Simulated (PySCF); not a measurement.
Compound: C₂H₈BN.
Z-matrix (Å and degrees, PBE0-D3(BJ)/def2-SVP geometry), rows numbered from 1:
```
C 
C   1  1.3394
B   2  1.5957  1  125.27
N   3  1.6458  2  106.61  1  -111.62
H   1  1.0969  2  120.77  3    -0.31
H   1  1.0970  2  123.02  3  -178.66
H   2  1.1043  1  115.68  3   179.11
H   3  1.2292  2  114.22  1   134.10
H   3  1.2275  2  113.73  1     2.73
H   4  1.0204  3  111.02  2  -179.86
H   4  1.0214  3  110.24  2    60.07
H   4  1.0214  3  111.59  2   -59.41
```

Theory: TDDFT CAM-B3LYP/def2-SVPD, vertical, gas phase, core orbitals frozen in the response (PySCF 2.14.0, density-fitted response routines).

Frontier orbitals with the atoms that hold most of them (Löwdin shares over 4%, at most four atoms; ? is withheld):

```
orbital  ε (eV)                             atoms
 LUMO+2    2.07  H12 22%, B3 18%, H10 15%, N4 10%
 LUMO+1    1.86     C1 29%, C2 23%, B3 14%, H5 7%
   LUMO    0.37                                 ?
   HOMO       ?      C1 37%, C2 34%, B3 9%, H8 6%
 HOMO-1   -9.17                                 ?
 HOMO-2   -9.42    B3 30%, C2 18%, H8 18%, C1 13%
 HOMO-3  -11.20    B3 22%, C1 16%, H9 12%, C2 11%
```

Which atoms hold the HOMO-1, and with what shares?

B3 (bonded to C, N and 2 H) 31%; H9 (bonded to B) 22%; C2 (bonded to B, C and H) 22%; H7 (bonded to C) 8%. By element: boron 31%, hydrogen 30% or more, carbon 22% or more.

Which atoms hold the LUMO, and with what shares?

B3 (bonded to C, N and 2 H) 22%; H10 (bonded to N) 17%; N4 (bonded to B and 3 H) 17%; H12 (bonded to N) 16%. By element: hydrogen 33% or more, boron 22%, nitrogen 17%.

What is the HOMO energy, and the HOMO–LUMO gap?

ε(HOMO) = -8.16 eV; the gap is 8.53 eV (0.3133 hartree).

The HOMO–LUMO gap is 8.53 eV. Where does the response calculation put the lowest singlet, and from which orbitals?

S1 is at 6.06 eV (f = 0.115), 2.47 eV below the gap, made of HOMO→LUMO (92%). Without the coupling terms of the response equations the lowest excitation would equal the gap.

One configuration dominates each of S1, S2 and S4. Which, and how do the shares of the two leading atoms of either orbital change from the occupied to the empty one?

- S1 (6.06 eV, f 0.115), HOMO→LUMO (92%): C1 37% → at most 16%, C2 34% → at most 16%, B3 9% → 22%, H10 at most 6% → 17%
- S2 (6.53 eV, f 0.011), HOMO-1→LUMO (72%): B3 31% → 22%, H9 22% → at most 16%, H10 at most 8% → 17%
- S4 (7.09 eV, f 0.154), HOMO→LUMO+1 (76%): C1 37% → 29%, C2 34% → 23%

The run took 71 s on one thread, Arm Neoverse N1, on a shared host.

One conformer stands for the species.
